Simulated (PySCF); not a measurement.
Ga(Cl)2(SH) (Cl₂GaHS), SMILES [SH][Ga]([Cl])[Cl]. Coordinates come from a PBE-D3(BJ)/def2-SVP optimisation. The structure was generated by enumeration; whether it is a known compound was not checked. The values are those of a single conformer.

Task: Give the equilibrium geometry at PBE-D3(BJ)/def2-SVP (PySCF confirms it by a frequency run) as bond lengths and angles, and its point group. (The exact figures need the calculation; the answer reports its results.)

Result: Several could match; the one computed here: point group Cs.
Atoms: Ga1 Cl2 Cl3 S4 H5. Bond lengths (Å): Ga1–Cl2 2.147, Ga1–Cl3 2.153, Ga1–S4 2.198, S4–H5 1.364. Angles (°): Cl2–Ga1–Cl3 118.6, Cl2–Ga1–S4 120.4, Cl3–Ga1–S4 121.0, Ga1–S4–H5 91.6.
Charge 0, spin multiplicity 1.
